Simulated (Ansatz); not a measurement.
Reaction (redistribution): `CC[Si]CC` + `[SiH3]O[SiH2][SiH3]` → `CC[Si]O[SiH3]` + `CC[SiH2][SiH3]`

Computed with Ansatz on PBE0-D4/def2-TZVP structures; ΔE is electronic, products minus reactants. CCSD(T)/CBS adds triple-zeta CCSD(T) − MP2 to the extrapolated MP2 energy (def2 sets, frozen cores). DFT in def2-TZVPP. One conformer a species, not always the lowest.

Question: Is it downhill or uphill in electronic energy at CCSD(T)/CBS, and by how much? (An estimate is asked.)

Answer: Computed: Downhill: ΔE = -55.5 kJ/mol.

Question: What do these levels give: PBE0-D4, CAM-B3LYP-D4, ωB97X-V, B2PLYP, revPBE, HF/CBS(def2)? (An estimate is asked.)

Answer: Computed: PBE0-D4 -58.8, CAM-B3LYP-D4 -59.1, ωB97X-V -58.1, B2PLYP -58.3, revPBE -61.7, HF/CBS(def2) -51.6 kJ/mol.

Largest T1 diagnostic among the species: 0.013.

From PBE to PBE0 (25 % exact exchange), in def2-TZVPP and without D4, ΔE moves by +3.1 kJ/mol. At CCSD(T), def2-SVP lies −7.0 kJ/mol from the extrapolated value and def2-TZVPP −1.1 kJ/mol.
